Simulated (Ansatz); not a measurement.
`C[Si](C)(C)[SnH3]`, relaxed with RKS PBE-D4/def2-SVP in Ansatz from a rough embedded geometry. The force threshold is 0.03 eV/Å; the program also tests the step.

Total charge 0; spin multiplicity 1. Sn: def2 effective core potential.

Start:

```xyz
17

C     1.367    0.194    1.316
Si   -0.040    0.102    0.163
C    -0.424    1.805   -0.421
C    -1.537   -0.539    1.050
Sn    0.509   -1.343   -1.794
H     2.314    0.599    0.756
H     1.177    0.837    2.170
H     1.667   -0.811    1.645
H    -1.328    1.774   -1.165
H     0.415    2.238   -0.997
H    -0.694    2.455    0.417
H    -1.276   -1.618    1.394
H    -1.701    0.009    1.941
H    -2.366   -0.673    0.363
H     1.872   -0.686   -2.652
H     0.902   -2.953   -1.284
H    -0.859   -1.390   -2.903
```

Task: By how much does the energy fall, and how many steps does the optimiser take? (Best estimate.)

Result: The calculation gave: 45.94 kJ/mol, in 3 steps.

Task: Which bonds change most? (Best estimate.)

Result: The calculation gave: Si2–Sn5 from 2.494 to 2.596 Å; C1–Si2 from 1.822 to 1.897 Å; C1–H6 from 1.172 to 1.109 Å; C3–H9 from 1.171 to 1.109 Å.

Task: Give the relaxed structure. (Best estimate.)

Result: Ansatz gave: 
```xyz
17

C     1.448    0.195    1.337
Si   -0.048    0.126    0.173
C    -0.462    1.869   -0.451
C    -1.540   -0.609    1.085
Sn    0.525   -1.378   -1.863
H     2.339    0.612    0.826
H     1.221    0.843    2.211
H     1.712   -0.812    1.718
H    -1.330    1.855   -1.141
H     0.396    2.316   -0.992
H    -0.714    2.534    0.402
H    -1.321   -1.632    1.454
H    -1.805    0.021    1.960
H    -2.428   -0.668    0.424
H     1.886   -0.778   -2.760
H     0.917   -3.005   -1.400
H    -0.796   -1.489   -2.985
```
